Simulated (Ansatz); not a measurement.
Compare A (`[SiH3]SC1CO1`) with its isomer B (`C[Si]1(S)CO1`).

Gas-phase electronic energies from Ansatz, PBE0-D4/def2-TZVP geometries. CBS: MP2 limit from def2 TZ/QZ plus the TZ coupled-cluster correction, frozen cores. Functionals use def2-TZVPP. B3LYP here is the variant with VWN-RPA as its local correlation; programs differ in this. One conformer a species, not always the lowest.

Q: Which isomer does CCSD(T)/CBS put lower? Give the gap. (Best estimate.)

A: Computed: B, by 46.2 kcal/mol.

Q: Give E(B) − E(A) in kcal/mol with CCSD/def2-TZVPP, PBE0-D4, B3LYP, r2SCAN-D4, ωB97M-V, PBE-D4, HF/def2-TZVPP. (Estimate.)

A: The calculation gave: CCSD/def2-TZVPP -45.3, PBE0-D4 -43.9, B3LYP -44.7, r2SCAN-D4 -46.2, ωB97M-V -46.0, PBE-D4 -43.2, HF/def2-TZVPP -42.2. None reverses the order clearly.

Largest T1 diagnostic: 0.012.

In def2-TZVPP, CCSD(T) changes the Hartree–Fock value by −3.0 kcal/mol (the triples alone add +0.1 kcal/mol) and MP2 by −4.2 kcal/mol.
